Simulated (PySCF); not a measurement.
**4-(aminomethyl)pyridine (SMILES NCc1ccncc1)**

Molfile (atoms numbered from 1):
```
C6H8N2
     RDKit          3D

 16 16  0  0  0  0  0  0  0  0999 V2000
   -2.3885    0.0816   -0.5743 N   0  0  0  0  0  0  0  0  0  0  0  0
   -1.5128   -0.5216    0.4147 C   0  0  0  0  0  0  0  0  0  0  0  0
   -0.0502   -0.1803    0.2511 C   0  0  0  0  0  0  0  0  0  0  0  0
    0.7906   -0.9389   -0.5685 C   0  0  0  0  0  0  0  0  0  0  0  0
    2.1131   -0.5368   -0.7474 C   0  0  0  0  0  0  0  0  0  0  0  0
    2.6387    0.5440   -0.1762 N   0  0  0  0  0  0  0  0  0  0  0  0
    1.8435    1.2672    0.6079 C   0  0  0  0  0  0  0  0  0  0  0  0
    0.5079    0.9517    0.8521 C   0  0  0  0  0  0  0  0  0  0  0  0
   -2.2949    1.0957   -0.5489 H   0  0  0  0  0  0  0  0  0  0  0  0
   -2.1008   -0.1989   -1.5105 H   0  0  0  0  0  0  0  0  0  0  0  0
   -1.6385   -1.6157    0.3718 H   0  0  0  0  0  0  0  0  0  0  0  0
   -1.8498   -0.2099    1.4166 H   0  0  0  0  0  0  0  0  0  0  0  0
    0.4206   -1.8429   -1.0610 H   0  0  0  0  0  0  0  0  0  0  0  0
    2.7832   -1.1257   -1.3850 H   0  0  0  0  0  0  0  0  0  0  0  0
    2.2929    2.1508    1.0768 H   0  0  0  0  0  0  0  0  0  0  0  0
   -0.0922    1.5832    1.5136 H   0  0  0  0  0  0  0  0  0  0  0  0
  1  2  1  0
  2  3  1  0
  3  4  2  0
  4  5  1  0
  5  6  2  0
  6  7  1  0
  7  8  2  0
  8  3  1  0
  1  9  1  0
  1 10  1  0
  2 11  1  0
  2 12  1  0
  4 13  1  0
  5 14  1  0
  7 15  1  0
  8 16  1  0
M  END
```

The calculation used PySCF, quadratic response CAM-B3LYP/aug-cc-pVDZ first hyperpolarisability, Taylor convention, gas phase. Geometry: PBE0-D3(BJ)/def2-SVP.

Question: What is the first hyperpolarisability, and how does it disperse?

Answer: In au, Taylor convention; the vector part is βᵢ = ⅓ Σⱼ (βᵢⱼⱼ + βⱼᵢⱼ + βⱼⱼᵢ); β∥ is 3/5 of the vector part along the dipole, the dipole points from − to +:
| process | λ (nm) | β vector norm | β∥ | β HRS | depolarisation ratio |
| --- | --- | --- | --- | --- | --- |
| static β(0;0,0) | ∞ | 66.2 | 34.0 | 31.8 | 3.41 |
| second harmonic β(−2ω;ω,ω) | 1907 | 70.8 | 36.5 | 33.9 | 3.42 |
| Pockels β(−ω;ω,0) | 1907 | 67.7 | 34.8 | – | – |
| second harmonic β(−2ω;ω,ω) | 1064 | 83.2 | 43.3 | 39.5 | 3.42 |
| Pockels β(−ω;ω,0) | 1064 | 71.1 | 36.7 | – | – |

Question: Which lowest excitations, dipole and polarisabilities go with it?

Answer: S1 5.06 eV (f = 0.008); S2 5.34 eV (f = 0.000); S3 5.52 eV (f = 0.029); dipole 1.23 D; isotropic α 86.4 au static, 86.7 au at 1907 nm, 87.4 au at 1064 nm, 87.7 au at 953.5 nm, 90.7 au at 532 nm.
